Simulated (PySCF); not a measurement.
A PySCF script (with the pyscf-properties extension) for the NMR shieldings of SMILES C=CCCSB(Cl)Cl, C₄H₇BCl₂S, on a GFN2-xTB geometry:

```python
import basis_set_exchange as bse
import numpy as np
from pyscf import gto, dft
from pyscf.prop import nmr

atoms = """
C    -2.416246    1.095764   -0.297934
C    -1.814446   -0.077995   -0.298770
C    -0.536576   -0.372001    0.425591
C     0.513912   -0.889111   -0.548947
S     2.057238   -1.400602    0.312131
B     2.934166    0.135520    0.589671
Cl    2.343721    1.670756    0.033447
Cl    4.449053    0.086992    1.425393
H    -2.012722    1.938605    0.238809
H    -3.339932    1.262305   -0.825072
H    -2.236506   -0.911965   -0.844199
H    -0.716296   -1.136391    1.186613
H    -0.172163    0.529407    0.920482
H     0.167556   -1.790418   -1.052406
H     0.774826   -0.132876   -1.286721
"""
names = dict.fromkeys(["C", "S", "B", "Cl", "H"], "pcSseg-1")
basis = {el: gto.basis.parse(bse.get_basis(n, elements=[el], fmt="nwchem")) for el, n in names.items()}
mol = gto.M(atom=atoms, basis=basis, charge=0, verbose=0)
mf = dft.RKS(mol, xc="PBE0")
mf.grids.level = 2
mf.grids.alignment = dft.numint.BLKSIZE   # the property module wants whole blocks of grid points
mf.conv_tol = 1e-9
mf.kernel()

calc = nmr.RKS(mf)   # GIAO
C = mf.mo_coeff
Co = C[:, mf.mo_occ > 0]
resp = mf.gen_response(singlet=True, hermi=2)
def vind(x):   # induced exchange potential for any number of trial vectors
    d = np.einsum("pi,xij,qj->xpq", C, 2 * x.reshape(-1, C.shape[1], Co.shape[1]), Co, optimize=True)
    return np.einsum("xpq,pi,qj->xij", resp(d - d.transpose(0, 2, 1)), C, Co, optimize=True).ravel()
mo1, _ = nmr.rhf.solve_mo1(calc, with_cphf=vind)
sigma = calc.kernel(mo1)
for i, s in enumerate(sigma):   # ppm
    print("%2d %-2s %9.2f" % (i, mol.atom_pure_symbol(i), np.trace(s) / 3))
```

Task: Give the expected output.

Result: 
```
 0 C      62.87
 1 C      42.42
 2 C     144.80
 3 C     147.61
 4 S     404.72
 5 B      45.25
 6 Cl    716.77
 7 Cl    715.08
 8 H      26.14
 9 H      26.32
10 H      25.76
11 H      29.31
12 H      29.30
13 H      29.08
14 H      28.77
```

These numbers come from an equivalent density-fitted implementation of the same equations, which agrees with the script to about 0.01 ppm for H and up to a few tenths of a ppm for heavy atoms, so last digits may differ.

Size and cost of the density-fitted run: 192 basis functions, 69 s wall time on 1 thread of an Arm Neoverse N1, shared host; peak memory 0.78 GiB.
